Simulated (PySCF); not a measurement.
## Electron affinity of Br by level of theory

Br⁻ [Kr] (1S) → Br [Ar] 3d10 4s2 4p5 (2P), as a difference of total energies. Computed with PySCF 2.14 in aug-cc-pwCVDZ-PP with ECP10MDF, with scalar relativity through the core potential. Correlated levels: valence and next inner shell: nothing frozen outside the core potential. The calculations carry no spin-orbit coupling.

```
                                method  electron affinity (eV)
                                   UHF                   2.417
    MP2 (valence and next inner shell)                   3.365
SCS-MP2 (valence and next inner shell)                   3.272
   CCSD (valence and next inner shell)                   3.201
CCSD(T) (valence and next inner shell)                   3.256
```

Q: How much does correlation contribute at CCSD(T) (valence and next inner shell)?

A: 3.256 − (2.417) = 0.839 eV, measured against UHF.

The reference lies between the lowest fine-structure levels, while these numbers refer to the centres of the terms.

Errors of the correlated levels include the incompleteness of this basis.

For comparison: 3.364 eV (measured; photodetachment measurements, as compiled on the Wikipedia data page of electron affinities).
